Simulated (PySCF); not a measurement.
Excitations are Tamm–Dancoff values on a coarser integration grid. The basis has no diffuse functions, so Rydberg states are missing or too high.

**H₈SSi₃, SMILES `[SiH3][SiH2][SiH2]S` (Si–Si–Si–S torsion 49°, Si–Si–S–H torsion 179°) (charge 0, multiplicity 1)**

The numbers are results of PBE-D3(BJ)/def2-TZVP // B3LYP-D3(BJ)/def2-TZVP (PySCF), not measurements.

The HOMO comes out as -6.25 eV and the dipole moment is 0.84 D. The HOMO–LUMO gap is 4.88 eV. The LUMO is -1.38 eV, the S1 excitation (TDA) comes out as 4.97 eV and the S1 oscillator strength comes out as 0.004. The T1 excitation (TDA) is 4.73 eV, the S1–T1 gap (TDA) is 0.25 eV and the total energy is -1270.9116 Ha. The cost comes out as roughly 9 core-minutes.

```xyz
12

Si    -2.1263    -0.2311     0.0714
Si    -0.2888     1.2249     0.0680
Si     1.6886    -0.0176     0.2463
S      1.5101    -1.5699    -1.2411
H     -3.4005     0.5276     0.0507
H     -2.0688    -1.1085    -1.1208
H     -2.0896    -1.0721     1.2916
H     -0.2657     2.0179    -1.1867
H     -0.3696     2.1645     1.2159
H      2.8993     0.8040     0.0030
H      1.8039    -0.6068     1.6028
H      2.7075    -2.1330    -1.0010
```
